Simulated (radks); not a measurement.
Effect of the nuclear size on neutral germanium, [Ar] 3d10 4s2 4p2. Method: Dirac Kohn-Sham, LDA (Slater exchange, Perdew-Wang correlation), spin-unpolarised, spherical densities, finite nucleus; open shells are shared between the two j in proportion to 2j + 1; Fermi nuclear charge, rms radius 4.0742 fm; computed with a radial shooting solver on a logarithmic mesh with Libxc functionals. The rms radius is varied about that value; shifts are against it.

rms radius (fm)  total energy shift (eV)  density at nucleus (e/bohr^3)  1s1/2 shift (meV)  2s1/2 shift (meV)
3.6464                           -0.0672                      3.178e+04              -28.6              -2.78
3.8094                           -0.0424                       3.17e+04              -18.0              -1.76
4.0742                                 0                      3.156e+04              0.000              0.000
4.2005                            0.0212                       3.15e+04               9.01              0.877
4.5264                            0.0786                      3.135e+04               33.4               3.26

Slopes of the eigenvalues against <r^2> in GHz/fm^2, as finite differences over the two radii next to the reference (eigenvalue slopes, not the field-shift constants of lines): 1s1/2 2090, 2s1/2 203.
